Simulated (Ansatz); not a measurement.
Species: SnBr₃, net charge -1, singlet state. 
Structure (B3LYP-D3(BJ)/def2-TZVP (Ansatz, a first-principles code) minimum search):
```
Sn
Br 1 2.6716
Br 1 2.6716 2 98.68
Br 1 2.6716 2 98.68 3 -100.24
```
Charge -1, spin multiplicity 1.

Basis-set convergence of Hartree-Fock and MP2 correlation energies (hartree) with Ansatz. Valence correlation only, unless marked. Spin-orbit coupling is left out. The frozen core is the preceding noble-gas configuration, with the filled d and f shells of earlier blocks. In def2 rows, elements after Kr have scalar-relativistic effective core potentials.

| basis | functions | E(HF) | E(corr, MP2) |
|---|---|---|---|
| def2-SVPD | 155 | -7929.92721 | -0.45528 |
| def2-TZVPPD | 227 | -7930.87030 | -0.57712 |
| def2-QZVPPD | 382 | -7931.01887 | -0.63961 |

Extrapolating the two largest sets (X = 3 and 4) as X^-3: E(corr) = (64·(-0.63961) - 27·(-0.57712))/37 = -0.6852 Eh, an estimate of the basis-set limit. The largest set recovers 93.3 % of it, the smallest 66.4 %.
